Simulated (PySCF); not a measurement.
F6Si, charge -1, doublet, geometry from GFN2-xTB of the parent state (a state made from the parent by changing its charge; the spin is typed, not shown lowest) (in this run its highest filled SCF level lies above zero, so its values depend strongly on the basis, on diffuse functions most of all); M062X/STO-3G (PySCF).

The PySCF input:
```python
from pyscf import gto, scf, dft

mol = gto.Mole()
mol.atom = '''
    F     0.39884880   -1.65434300   -0.16462041
    Si    0.00000000    0.00000000   -0.00000000
    F     1.17504728    0.40027767   -1.17561587
    F    -1.17504728   -0.40027767    1.17561587
    F     1.17610141    0.16111496    1.23038955
    F    -0.39884880    1.65434300    0.16462041
    F    -1.17610141   -0.16111496   -1.23038955
'''
mol.basis = 'sto-3g'
mol.charge = -1
mol.spin = 1
mol.verbose = 4
mol.build()

mf = dft.UKS(mol)
mf.xc = 'm062x'
mf.kernel()
mf.analyze()
```

### Question
Write the output that PySCF gives for this input, abridged.

### Answer

```
PySCF version 2.14.0

[INPUT] verbose = 4
[INPUT] num. atoms = 7
[INPUT] num. electrons = 69
[INPUT] charge = -1
[INPUT] spin (= nelec alpha-beta = 2S) = 1
[INPUT] symmetry False subgroup None
[INPUT] Mole.unit = angstrom
[INPUT] Symbol           X                Y                Z      unit          X                Y                Z       unit  Magmom
[...]
nuclear repulsion = 484.334518229102
number of shells = 23
number of NR pGTOs = 117
number of NR cGTOs = 39
basis = sto-3g
ecp = {}

******** <class 'pyscf.dft.uks.UKS'> ********
method = UKS
initial guess = minao
damping factor = 0
level_shift factor = 0
DIIS = <class 'pyscf.scf.diis.CDIIS'>
diis_start_cycle = 1
diis_space = 8
diis_damp = 0
SCF conv_tol = 1e-09
SCF conv_tol_grad = None
SCF max_cycles = 50
direct_scf = True
direct_scf_tol = 1e-13
number electrons alpha = 35  beta = 34
XC library pyscf.dft.libxc version 7.1.2
    S. Lehtola, C. Steigemann, M. J. T. Oliveira, and M. A. L. Marques,  SoftwareX 7, 1–5 (2018)
XC functionals = m062x
    Y. Zhao and D. G. Truhlar,  Theor. Chem. Acc. 120, 215 (2008)
    Y. Zhao and D. G. Truhlar,  Theor. Chem. Acc. 120, 215 (2008)
radial grids:
    Treutler-Ahlrichs [JCP 102, 346 (1995); DOI:10.1063/1.469408] (M4) radial grids

becke partition: Becke, JCP 88, 2547 (1988); DOI:10.1063/1.454033
pruning grids: <function nwchem_prune>
grids dens level: 3
symmetrized grids: False
atomic radii adjust function: <function treutler_atomic_radii_adjust>
small_rho_cutoff = 0
Set gradient conv threshold to 3.16228e-05
tot grids = 104752
init E= -876.55669344393

cycle= 1 E= -876.192054810246  delta_E= 0.365  |g|= 0.424  |ddm|= 2.26
cycle= 2 E= -876.319380122419  delta_E= -0.127  |g|= 0.183  |ddm|= 1.02
cycle= 3 E= -876.34200452327  delta_E= -0.0226  |g|= 0.0295  |ddm|= 0.34
cycle= 4 E= -876.342779660762  delta_E= -0.000775  |g|= 0.00324  |ddm|= 0.0625
cycle= 5 E= -876.342811973748  delta_E= -3.23e-05  |g|= 0.00155  |ddm|= 0.014
cycle= 6 E= -876.342828271691  delta_E= -1.63e-05  |g|= 0.00138  |ddm|= 0.00949
cycle= 7 E= -876.342844134016  delta_E= -1.59e-05  |g|= 0.0013  |ddm|= 0.00967
cycle= 8 E= -876.342899566815  delta_E= -5.54e-05  |g|= 0.00134  |ddm|= 0.0361
cycle= 9 E= -876.342932449385  delta_E= -3.29e-05  |g|= 0.00139  |ddm|= 0.0221
cycle= 10 E= -876.342870971844  delta_E= 6.15e-05  |g|= 0.00143  |ddm|= 0.0421
cycle= 11 E= -876.342038314926  delta_E= 0.000833  |g|= 0.0228  |ddm|= 0.41
cycle= 12 E= -876.342144197449  delta_E= -0.000106  |g|= 0.0207  |ddm|= 0.0644
cycle= 13 E= -876.342176651076  delta_E= -3.25e-05  |g|= 0.0199  |ddm|= 0.00986
cycle= 14 E= -876.342688929501  delta_E= -0.000512  |g|= 0.00478  |ddm|= 0.215
cycle= 15 E= -876.342279528509  delta_E= 0.000409  |g|= 0.0165  |ddm|= 0.245
cycle= 16 E= -876.342464356738  delta_E= -0.000185  |g|= 0.00936  |ddm|= 0.0394
cycle= 17 E= -876.342555571667  delta_E= -9.12e-05  |g|= 0.00376  |ddm|= 0.0517
cycle= 18 E= -876.342513135514  delta_E= 4.24e-05  |g|= 0.00447  |ddm|= 0.104
cycle= 19 E= -876.342533916679  delta_E= -2.08e-05  |g|= 0.00107  |ddm|= 0.0157
cycle= 20 E= -876.342536158178  delta_E= -2.24e-06  |g|= 0.000537  |ddm|= 0.00701
cycle= 21 E= -876.342536099575  delta_E= 5.86e-08  |g|= 0.000575  |ddm|= 0.00315
cycle= 22 E= -876.342537607588  delta_E= -1.51e-06  |g|= 0.00126  |ddm|= 0.00929
cycle= 23 E= -876.342534528201  delta_E= 3.08e-06  |g|= 0.000233  |ddm|= 0.0197
cycle= 24 E= -876.342532446377  delta_E= 2.08e-06  |g|= 0.000435  |ddm|= 0.0346
cycle= 25 E= -876.342532911106  delta_E= -4.65e-07  |g|= 0.000315  |ddm|= 0.00952
cycle= 26 E= -876.342532686302  delta_E= 2.25e-07  |g|= 0.000233  |ddm|= 0.00191
cycle= 27 E= -876.342531751898  delta_E= 9.34e-07  |g|= 0.000176  |ddm|= 0.00876
cycle= 28 E= -876.342528906419  delta_E= 2.85e-06  |g|= 0.000279  |ddm|= 0.0176
cycle= 29 E= -876.342527788403  delta_E= 1.12e-06  |g|= 0.00019  |ddm|= 0.0138
cycle= 30 E= -876.342527357417  delta_E= 4.31e-07  |g|= 0.000157  |ddm|= 0.0162
cycle= 31 E= -876.3425273795  delta_E= -2.21e-08  |g|= 9.81e-05  |ddm|= 0.00296
cycle= 32 E= -876.342527394499  delta_E= -1.5e-08  |g|= 3.73e-05  |ddm|= 0.00184
cycle= 33 E= -876.342527402146  delta_E= -7.65e-09  |g|= 2.79e-05  |ddm|= 0.00098
cycle= 34 E= -876.34252739879  delta_E= 3.36e-09  |g|= 6.38e-06  |ddm|= 0.000993
cycle= 35 E= -876.342527398941  delta_E= -1.51e-10  |g|= 6.44e-06  |ddm|= 9.12e-05
Extra cycle  E= -876.342527399153  delta_E= -2.12e-10  |g|= 5.06e-06  |ddm|= 3.81e-05
converged SCF energy = -876.342527399153  <S^2> = 0.75209701  2S+1 = 2.0020959
**** SCF Summaries ****
Total Energy =                        -876.342527399152914
Nuclear Repulsion Energy =             484.334518229101775
One-electron Energy =                -2217.226698537190714
Two-electron Energy =                  856.549652908935968
Two-electron Coulomb Energy =          941.989313019217434
DFT Exchange-Correlation Energy =      -85.439660110281480
**** MO energy ****
                             alpha | beta                alpha | beta
[...]
To work with the spin densities directly, `use mulliken_meta_spin()` only printing them here.

 ** Mulliken spin pop alpha/beta on meta-lowdin orthogonal AOs **
 ** Mulliken Spin Density (per AO)  **
spin_pop of  0 F 1s       -0.00000
spin_pop of  0 F 2s        0.00061
spin_pop of  0 F 2px       0.12033
spin_pop of  0 F 2py       0.00447
spin_pop of  0 F 2pz       0.13338
spin_pop of  1 Si 1s        0.00000
spin_pop of  1 Si 2s        0.00000
spin_pop of  1 Si 3s       -0.00400
spin_pop of  1 Si 2px      -0.00000
spin_pop of  1 Si 2py      -0.00001
spin_pop of  1 Si 2pz      -0.00000
spin_pop of  1 Si 3px      -0.00646
spin_pop of  1 Si 3py      -0.01093
spin_pop of  1 Si 3pz      -0.00649
spin_pop of  2 F 1s       -0.00000
spin_pop of  2 F 2s       -0.00017
spin_pop of  2 F 2px      -0.00171
spin_pop of  2 F 2py      -0.00081
spin_pop of  2 F 2pz      -0.00171
spin_pop of  3 F 1s       -0.00000
spin_pop of  3 F 2s       -0.00017
spin_pop of  3 F 2px      -0.00171
spin_pop of  3 F 2py      -0.00081
spin_pop of  3 F 2pz      -0.00171
spin_pop of  4 F 1s       -0.00000
spin_pop of  4 F 2s        0.00061
spin_pop of  4 F 2px       0.01522
spin_pop of  4 F 2py       0.23993
spin_pop of  4 F 2pz       0.00382
spin_pop of  5 F 1s       -0.00000
spin_pop of  5 F 2s        0.00061
spin_pop of  5 F 2px       0.12034
spin_pop of  5 F 2py       0.00447
spin_pop of  5 F 2pz       0.13337
spin_pop of  6 F 1s       -0.00000
spin_pop of  6 F 2s        0.00061
spin_pop of  6 F 2px       0.01522
spin_pop of  6 F 2py       0.23992
spin_pop of  6 F 2pz       0.00382
 ** Mulliken Spin Density (per atom)  **
spin density of  0 F =      0.25879
spin density of  1 Si =     -0.02790
spin density of  2 F =     -0.00440
spin density of  3 F =     -0.00440
spin density of  4 F =      0.25957
spin density of  5 F =      0.25878
spin density of  6 F =      0.25957
 ** Mulliken pop alpha/beta on meta-lowdin orthogonal AOs **
 ** Mulliken pop       alpha | beta **
[...]
In total            35.00000 | 34.00000
 ** Mulliken atomic charges   ( Nelec_alpha | Nelec_beta ) **
charge of  0F =     -0.25493  (     4.75686      4.49807 )
charge of  1Si =      0.78059  (     6.59576      6.62366 )
charge of  2F =     -0.38075  (     4.68817      4.69258 )
charge of  3F =     -0.38075  (     4.68817      4.69258 )
charge of  4F =     -0.25462  (     4.75709      4.49752 )
charge of  5F =     -0.25493  (     4.75686      4.49807 )
charge of  6F =     -0.25462  (     4.75709      4.49752 )

WARN: System has nonzero charge -1; the dipole moment is origin-dependent.
Location of origin: [0. 0. 0.]

Dipole moment(X, Y, Z, Debye):  0.00002, -0.00004,  0.00001
```
